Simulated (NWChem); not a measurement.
Basis-set convergence for HAlF$_{2}$

```xyz
4

Al     0.0000     0.0000     0.4342
H      0.0000     0.0000     1.9969
F      1.4143     0.0000    -0.4246
F     -1.4143     0.0000    -0.4246
```
Charge 0, spin multiplicity 1.

The numbers come from NWChem runs, not from measurements. All single points use one geometry, from PBE0/def2-SVP, a minimum by its harmonic frequencies.

Quantity: dipole moment at the level B3LYP.

B3LYP has NWChem's definition, with VWN1-RPA local correlation. The Pople sets run with spherical d functions. The structure started from a generated list of species.

| basis | functions | dipole moment (D) |
|---|---|---|
| STO-3G | 20 | 0.26 |
| 3-21G | 33 | ? |
| def2-SVP | 51 | 1.35 |
| cc-pVDZ | 51 | 1.48 |
| 6-311G** | 68 | 1.47 |
| cc-pVTZ | 108 | ? |
| pcseg-2 | 108 | ? |
| def2-TZVPP | 118 | 1.46 |
| def2-TZVPD | 132 | 1.52 |
| cc-pVQZ | 199 | 1.49 |

Some entries are withheld; supply them.


- 3-21G, dipole moment (D): 1.26
- cc-pVTZ, dipole moment (D): 1.43
- pcseg-2, dipole moment (D): 1.57
